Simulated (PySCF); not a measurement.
**BBr₂ + N₂ → BN₂ + Br₂**

Level: PBE0 in the def2-TZVP basis family, all electrons, no relativity, computed in PySCF with density fitting; open shells unrestricted.

```csv
species,state and structure,ZPE (kJ/mol),H(298 K) − H(0) (kJ/mol),S° (J/(mol K))
BBr₂,"doublet, C2v, B–Br 1.878 Å (×2); Br–B–Br 126.3°",9.6,12.1,293.2
N₂,"singlet, D∞h, N–N 1.089 Å",14.9,8.7,191.4
BN₂,"quartet, C∞v, B–N 1.314 Å, N–N 1.170 Å; B–N–N 180.0°",23.5,10.0,231.8
Br₂,"singlet, D∞h, Br–Br 2.281 Å",2.0,9.7,244.8
```

**Question.** Is the gas-phase reaction uphill or downhill in electronic energy at this level, and by how much?

**Answer.** At PBE0/def2-TZVP, ΔE = 476.7 kJ/mol, uphill. 

**Question.** Add zero-point, thermal and entropy terms for 298.15 K and 1 bar.

**Answer.** ΔZPE = 1.0 and Δ[H(298) − H(0)] = -1.1 kJ/mol give ΔH° = 476.6 kJ/mol. ΔS° = -8.0 J/(mol K), so ΔG° = 476.6 − 298.15 × (-0.0080) = 479 kJ/mol.

Each species is the lowest minimum found with this bonding; other isomers or fragments can lie lower.
